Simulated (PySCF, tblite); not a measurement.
A database entry of computed molecular properties. Lists by class give the value and the number of equivalent atoms.

```json
{
 "formula": "C7H10O",
 "smiles": "O[C@@H]1[C@@H]2[CH-][CH][C@H]1CC2",
 "charge": -1,
 "multiplicity": 2,
 "geometry_level": "GFN2-xTB",
 "atoms_angstrom": [
  ["O", 0.644, 2.179, 0.912],
  ["C", -0.186, 1.063, 0.688],
  ["C", 0.488, -0.284, 0.997],
  ["C", 1.603, -0.247, -0.014],
  ["C", 1.034, 0.409, -1.181],
  ["C", -0.387, 0.727, -0.799],
  ["C", -1.234, -0.571, -0.681],
  ["C", -0.631, -1.267, 0.553],
  ["H", 1.429, 1.922, 0.386],
  ["H", -1.116, 1.246, 1.243],
  ["H", 0.782, -0.439, 2.044],
  ["H", 2.263, -1.116, -0.097],
  ["H", 1.239, 0.066, -2.2],
  ["H", -0.893, 1.498, -1.398],
  ["H", -1.143, -1.18, -1.585],
  ["H", -2.298, -0.348, -0.529],
  ["H", -0.215, -2.248, 0.312],
  ["H", -1.387, -1.403, 1.338]
 ],
 "electronic_structure_code": "PySCF",
 "results": {
  "GFN2-xTB geometry": {
   "point_group": "Cs",
   "rotational_constants_GHz": [3.258, 2.207, 2.164]
  },
  "GFN2-xTB harmonic vibrations, gas phase": {
   "strongest_ir_bands_cm-1_km_per_mol_modes": [
    [1379.8, 167.3, 1],
    [2819.8, 161.4, 1],
    [2838.3, 166.2, 1],
    [2849.8, 563.2, 1],
    [2857.0, 614.8, 1],
    [2884.0, 232.4, 1]
   ],
   "zpe_kcal_per_mol": 92.7
  },
  "UKS B3LYP, pcH-1 on C H O, non-relativistic, mean-field spin-orbit, GIAO": {
   "g_iso": 2.00256,
   "g_tensor": [2.00216, 2.00251, 2.00302],
   "s2": 0.756,
   "a_iso_by_class_MHz": [
    ["13C", 140.1, 2],
    ["13C", 50.3, 2],
    ["1H", 13.0, 2],
    ["17O", 5.9, 1],
    ["1H", -3.1, 1]
   ],
   "spin_populations_mulliken_by_atom": [0.0, 0.02, -0.01, 0.49, 0.49, -0.01, 0.01, 0.01, -0.01, 0.0, 0.0, -0.01, -0.01, 0.0, 0.0, 0.01, 0.0, 0.01]
  }
 }
}
```

With B = h/(8π²I), that is 505.379 GHz u Å² over I, the principal moments of inertia are 155.1, 229.0 and 233.5 u Å² (most abundant isotopes). At 9.50 GHz, hν = g·μB·B₀ (B₀ the magnetic field) puts the centre of the isotropic spectrum, to first order, at 338.9 mT.

Whether the extra electron is bound in the gas phase wasn't checked; a finite basis holds it in any case. In GFN2-xTB open shells enter through the occupations alone, without spin polarisation, so single modes can be far off. Hyperfine couplings depend on the geometry, which wasn't re-optimised at a DFT level. The unpaired spin is shared among atoms: the largest Mulliken spin population is 0.49.

One conformer stands for the species.
